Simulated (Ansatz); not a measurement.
Gas-phase electronic energies from Ansatz, PBE0-D4/def2-TZVP geometries. CCSD(T)/CBS is the MP2 limit (def2-TZVPP, def2-QZVPP) plus CCSD(T) − MP2 in def2-TZVPP, frozen cores. This one scheme is used for every species. Functionals use def2-TZVPP. B3LYP here is the variant with VWN-RPA as its local correlation; programs differ in this. For Ge outer-core shells are correlated without core-valence functions, which leaves a few kJ/mol of doubt a bond. Scalar relativity is left out up to krypton. Each species was taken in one conformer, which may not be the lowest.

`O[SiH]([SiH3])[GeH3]` + `CO[SiH2]S` → `CO[SiH2]S[SiH3]` + `O[SiH2][GeH3]`  (cleavage of the Si–Si bond)

```json
{"level": "PBE-D4", "ΔE (kJ/mol)": "-55.8", "difference from CCSD(T)/CBS": "13.0"}
{"level": "r2SCAN-D4", "ΔE (kJ/mol)": "-64.3", "difference from CCSD(T)/CBS": "4.5"}
{"level": "B3LYP-D4", "ΔE (kJ/mol)": "-64.8", "difference from CCSD(T)/CBS": "4.0"}
{"level": "ωB97X-V", "ΔE (kJ/mol)": "-66.1", "difference from CCSD(T)/CBS": "2.7"}
{"level": "ωB97M-V", "ΔE (kJ/mol)": "-71.3", "difference from CCSD(T)/CBS": "-2.5"}
{"level": "B2PLYP", "ΔE (kJ/mol)": "-66.5", "difference from CCSD(T)/CBS": "2.3"}
{"level": "PBE", "ΔE (kJ/mol)": "-52.7", "difference from CCSD(T)/CBS": "16.1"}
{"level": "r2SCAN", "ΔE (kJ/mol)": "-63.6", "difference from CCSD(T)/CBS": "5.2"}
{"level": "PBE0", "ΔE (kJ/mol)": "-58.3", "difference from CCSD(T)/CBS": "10.5"}
{"level": "B3LYP", "ΔE (kJ/mol)": "-59.9", "difference from CCSD(T)/CBS": "8.9"}
{"level": "MP2/def2-TZVPP", "ΔE (kJ/mol)": "-76.5", "difference from CCSD(T)/CBS": "-7.7"}
{"level": "CCSD/def2-TZVPP", "ΔE (kJ/mol)": "-65.8", "difference from CCSD(T)/CBS": "3.0"}
{"level": "MP2/def2-QZVPP", "ΔE (kJ/mol)": "-78.3", "difference from CCSD(T)/CBS": "-9.5"}
{"level": "HF/CBS(def2)", "ΔE (kJ/mol)": "-73.5", "difference from CCSD(T)/CBS": "-4.7"}
{"level": "MP2/CBS(def2)", "ΔE (kJ/mol)": "-79.3", "difference from CCSD(T)/CBS": "-10.5"}
{"level": "CCSD/CBS(def2)", "ΔE (kJ/mol)": "-68.6", "difference from CCSD(T)/CBS": "0.2"}
{"level": "CCSD(T)/CBS", "ΔE (kJ/mol)": "-68.8", "difference from CCSD(T)/CBS": "0"}
```

Largest T1 diagnostic among the species: 0.013.

From PBE to PBE0 (25 % exact exchange), in def2-TZVPP and without D4, ΔE moves by −5.6 kJ/mol. The D4 term adds −4.9 kJ/mol with B3LYP and −2.6 kJ/mol with PBE0; it sums over pairs of atoms, weighted by their polarisabilities, and B3LYP, whose exchange is more repulsive, gets the larger term.
